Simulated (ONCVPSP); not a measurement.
**What one change does to a pseudopotential (Sb (Z = 51), ONCV)**

- Element: Sb
- Generator: ONCVPSP 4.0.1
- Type: optimised norm-conserving Vanderbilt (ONCV)
- Functional: LDA (Perdew-Zunger)
- Relativity: scalar-relativistic
- Frozen core: [Kr] 4d10
- Valence charge: 5
- Reference configuration: 5s2 5p3
- Partial waves: 5s: rc 1.60 bohr, ncon 3, nbas 6, qcut 3.3 1/bohr, 1 projector; 5p: rc 2.20 bohr, ncon 3, nbas 6, qcut 3.6 1/bohr, 2 projectors, debl 3.5 Ha; d scattering state at 0.13 Ha: rc 2.15 bohr, ncon 3, nbas 6, qcut 4.6 1/bohr, 2 projectors, debl 1.7 Ha
- Local potential: polynomial inside 1.20 bohr (lpopt 3, dvloc0 1 Ha)
- Core correction: Teter function, fcfact 4.5, rcfact 1.65

All-electron outer shells of the reference configuration (LDA (Perdew-Zunger), scalar-relativistic, ld1.x):

| shell | level (eV) | outermost node (bohr) | outermost maximum (bohr) |
| --- | --- | --- | --- |
| 4p | -101.60 | 0.39 | 0.76 |
| 4d | -33.55 | 0.38 | 0.84 |
| 5s | -13.09 | 0.95 | 1.88 |
| 5p | -5.00 | 1.04 | 2.32 |

Change: core [Ar] 3d10 4s2, valence charge 21; reference 4p6 4d10 5s2 5p3; waves now 5s: rc 1.70 bohr, ncon 4, nbas 7, qcut 3 1/bohr, 3 projectors, debl 0.3 Ha; 4p+5p: rc 1.50 bohr, ncon 4, nbas 8, qcut 10.9 1/bohr, 2 projectors; 4d: rc 1.55 bohr, ncon 5, nbas 10, qcut 12.2 1/bohr, 2 projectors, debl 1.7 Ha; f scattering state at 0.26 Ha: rc 1.30 bohr, ncon 5, nbas 9, qcut 9.7 1/bohr, 2 projectors, debl 2.2 Ha; local potential polynomial inside 1.00 bohr (lpopt 5, dvloc0 1 Ha). In the s channel the program set the typed energies aside and used -0.481, 0.250, 0.550 Ha.

Cutoffs: the cutoffs (Ha) at which the residual kinetic energy of the hardest occupied pseudo-wave falls to 1 and 0.1 mHa per electron; they do not see the model core or the augmentation charge, which bear on the density cutoff. Errors are all-electron minus pseudo energies relative to the spin-unpolarised reference configuration.

**Question.** What does the change do?

**Answer.** The potential gets harder (11 Ha and 33 Ha → 45 Ha and 52 Ha); the bound ghosts move from d, s to s. The added semicore shells are compact, so their waves need more plane waves. Several settings change at once here, so the effects cannot be laid on one of them.

```csv
quantity,base,changed
"cutoff, loose",11 Ha,45 Ha
"cutoff, tight",33 Ha,52 Ha
bound ghosts,"s, d",s
GHOST(+) flags under 300 eV,p at 103.1 eV,none
"largest error over its own tests, meV",-631,-19
"rms error of d²Exc/dni dnj with the model core, mHa",2.62,0.73
```

Base: The cutoffs count occupied waves only; projector 2 of the d channel, the hardest unoccupied one, needs 53 Ha at the loose tolerance. A true bound ghost makes a file unfit for plane-wave use even where its test errors are small: the radial tests pick states by their node count and pass the ghost by.
